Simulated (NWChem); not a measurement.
Species: C2H7BO; SMILES CCBO

```xyz
11

B     -0.6450     0.8915     0.0000
H     -1.6484     1.5730     0.0000
C     -0.7192    -0.6831     0.0000
C      0.6072    -1.4347     0.0000
H     -1.3382    -0.9753    -0.8694
H     -1.3382    -0.9753     0.8694
H      1.2146    -1.1948     0.8896
H      1.2146    -1.1948    -0.8896
H      0.4712    -2.5271     0.0000
O      0.5194     1.5776     0.0000
H      1.2910     0.9984     0.0000
```
Atoms are numbered in this order, from 1.

Structure relaxed at the PBE0/def2-SVP level. B3LYP is NWChem's, with the RPA form of VWN correlation.

Q: Give the principal values of the shielding tensors (ppm) of B1, C3, C4, O10 from B3LYP/6-311G** (spherical d), GIAO (NWChem), with their diamagnetic and paramagnetic parts as GIAO splits them.

A: 
| atom | σ11 | σ22 | σ33 | isotropic | diamagnetic | paramagnetic |
|---|---|---|---|---|---|---|
| B1 | 5.3 | 52.7 | 101.1 | 53.0 | 195.0 | -142.0 |
| C3 | 141.9 | 170.5 | 182.0 | 164.8 | 247.4 | -82.5 |
| C4 | 168.7 | 176.2 | 185.9 | 176.9 | 247.5 | -70.5 |
| O10 | -36.0 | 143.0 | 330.9 | 145.9 | 383.1 | -237.2 |
